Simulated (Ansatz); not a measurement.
Steps of a relaxation of C2H7FSSi (`CC[SiH](F)S`) with RKS PBE-D4/def2-SVP.

```sh
$ ansatz run in.yaml --threads 4 --pin off --events-out ev --progress --plain --max-ram 10444MiB
```

```yaml
crystal:
  periodic: [false, false, false]
  atoms:
    - {symbol: C, position_ang: [-0.386700, -0.740300, 1.545300]}
    - {symbol: C, position_ang: [0.268400, 0.240900, 0.563500]}
    - {symbol: Si, position_ang: [0.073600, -0.190000, -1.254100]}
    - {symbol: F, position_ang: [-1.372700, -0.126500, -1.636200]}
    - {symbol: S, position_ang: [1.142000, 1.262900, -2.431800]}
    - {symbol: H, position_ang: [-0.280900, -0.343800, 2.562900]}
    - {symbol: H, position_ang: [-0.024000, -1.715900, 1.455700]}
    - {symbol: H, position_ang: [-1.475900, -0.706600, 1.340500]}
    - {symbol: H, position_ang: [-0.110300, 1.274600, 0.763400]}
    - {symbol: H, position_ang: [1.338800, 0.273500, 0.848700]}
    - {symbol: H, position_ang: [0.643100, -1.540500, -1.503300]}
    - {symbol: H, position_ang: [0.261500, 2.256400, -2.220500]}
basis:
  gaussian: {orbitals: def2-SVP}
hamiltonian: {xc: pbe, dispersion: d4}
relax: {f_tol: 0.03, max_steps: 200}
```

Positions (Å) and forces (eV/Å) along the path, 7 of 7 steps:

```xyz
12
step=1 energy=-23596.2553 eV
C    -0.387   -0.740    1.545   -1.589    2.740   -0.325
C     0.268    0.241    0.564    0.199    0.022    0.519
Si    0.074   -0.190   -1.254    6.373    0.374    2.064
F    -1.373   -0.127   -1.636   -6.508    0.073   -1.656
S     1.142    1.263   -2.432    0.589   -0.395   -0.433
H    -0.281   -0.344    2.563    0.189   -0.210    0.459
H    -0.024   -1.716    1.456    0.801   -2.241   -0.074
H    -1.476   -0.707    1.341   -0.135   -0.447    0.124
H    -0.110    1.275    0.763    0.039   -0.165   -0.203
H     1.339    0.274    0.849    0.281    0.184   -0.433
H     0.643   -1.540   -1.503    0.113   -0.217   -0.237
H     0.262    2.256   -2.220   -0.352    0.283    0.195
12
step=2 energy=-23596.7023 eV
C    -0.425   -0.714    1.557   -0.350    0.904   -0.155
C     0.263    0.260    0.575   -0.057    0.145    0.181
Si    0.082   -0.149   -1.250    3.666   -0.245    0.662
F    -1.427   -0.164   -1.627   -3.283   -0.019   -0.806
S     1.172    1.214   -2.535   -0.570    0.166    0.394
H    -0.276   -0.370    2.599    0.103   -0.125    0.080
H    -0.039   -1.728    1.454    0.206   -0.621    0.012
H    -1.527   -0.738    1.403    0.126   -0.076   -0.092
H    -0.120    1.295    0.736    0.012   -0.030   -0.032
H     1.357    0.326    0.780   -0.079   -0.045   -0.048
H     0.707   -1.475   -1.574   -0.104   -0.110    0.036
H     0.311    2.188   -2.084    0.329    0.056   -0.231
12
step=3 energy=-23596.8615 eV
C    -0.432   -0.699    1.554    0.174   -0.019    0.036
C     0.262    0.273    0.576   -0.112   -0.053    0.032
Si    0.091   -0.195   -1.237    0.899    0.243    0.132
F    -1.484   -0.235   -1.610   -0.818   -0.096   -0.171
S     1.121    1.213   -2.523   -0.447    0.553    0.251
H    -0.276   -0.387    2.611   -0.002   -0.053   -0.099
H    -0.026   -1.732    1.450   -0.069    0.137    0.038
H    -1.531   -0.759    1.390    0.145    0.065   -0.084
H    -0.128    1.308    0.703   -0.001   -0.032   -0.023
H     1.361    0.348    0.757   -0.137   -0.074    0.094
H     0.700   -1.540   -1.545   -0.051    0.127   -0.023
H     0.418    2.350   -2.091    0.419   -0.798   -0.184
12
step=4 energy=-23596.9081 eV
C    -0.419   -0.683    1.547   -0.055    0.018   -0.049
C     0.249    0.290    0.566    0.055   -0.078   -0.113
Si    0.083   -0.197   -1.248   -0.015   -0.037    0.029
F    -1.523   -0.294   -1.605    0.036   -0.031    0.074
S     1.056    1.195   -2.554    0.060    0.054   -0.051
H    -0.273   -0.373    2.600    0.013    0.029    0.028
H    -0.006   -1.707    1.445    0.002   -0.024    0.002
H    -1.511   -0.748    1.366   -0.010   -0.015   -0.004
H    -0.153    1.321    0.676   -0.056    0.019    0.017
H     1.339    0.375    0.766    0.034   -0.002    0.000
H     0.709   -1.520   -1.590   -0.056    0.020    0.058
H     0.525    2.285   -1.934   -0.008    0.047    0.008
12
step=5 energy=-23596.9112 eV
C    -0.421   -0.684    1.540   -0.013   -0.011   -0.015
C     0.257    0.287    0.563    0.026   -0.005   -0.071
Si    0.084   -0.194   -1.249    0.003   -0.053    0.058
F    -1.526   -0.305   -1.581    0.041    0.013    0.012
S     1.062    1.205   -2.555   -0.028    0.022   -0.002
H    -0.281   -0.369    2.594    0.002    0.011    0.001
H    -0.008   -1.710    1.446   -0.006    0.006    0.003
H    -1.512   -0.750    1.352    0.003   -0.002   -0.008
H    -0.149    1.317    0.676   -0.018    0.009    0.018
H     1.347    0.371    0.765   -0.001   -0.002    0.011
H     0.703   -1.523   -1.575   -0.020    0.023    0.000
H     0.521    2.297   -1.942    0.012   -0.009   -0.006
12
step=6 energy=-23596.9121 eV
C    -0.423   -0.682    1.532   -0.006    0.003    0.021
C     0.267    0.289    0.562   -0.006   -0.016    0.033
Si    0.088   -0.198   -1.243    0.003    0.032   -0.056
F    -1.524   -0.312   -1.559    0.009   -0.001    0.007
S     1.043    1.206   -2.562   -0.011   -0.012   -0.003
H    -0.295   -0.363    2.586   -0.001   -0.005    0.002
H    -0.010   -1.708    1.445    0.007   -0.001    0.003
H    -1.511   -0.748    1.331    0.003    0.006   -0.010
H    -0.139    1.319    0.679   -0.006    0.005   -0.014
H     1.356    0.369    0.771    0.007   -0.006    0.007
H     0.704   -1.523   -1.576    0.000   -0.012    0.005
H     0.521    2.296   -1.932   -0.001    0.006    0.005
12
step=7 energy=-23596.9124 eV
C    -0.425   -0.681    1.531    0.002    0.006   -0.009
C     0.272    0.288    0.563    0.002   -0.007   -0.012
Si    0.091   -0.198   -1.244    0.000    0.003    0.013
F    -1.523   -0.316   -1.549   -0.002    0.003   -0.002
S     1.034    1.208   -2.567   -0.001    0.001   -0.007
H    -0.306   -0.360    2.586    0.000    0.000    0.001
H    -0.010   -1.707    1.448   -0.001   -0.002    0.008
H    -1.511   -0.746    1.319   -0.002   -0.002    0.003
H    -0.132    1.318    0.675    0.000    0.001    0.003
H     1.361    0.365    0.777   -0.003   -0.002    0.003
H     0.705   -1.524   -1.579    0.006   -0.006   -0.003
H     0.519    2.297   -1.927    0.000    0.003    0.002
```

Hardware: 4 threads of an Arm Neoverse V2 on a shared host. Wall time 11 s, peak host memory 0.16 GiB.
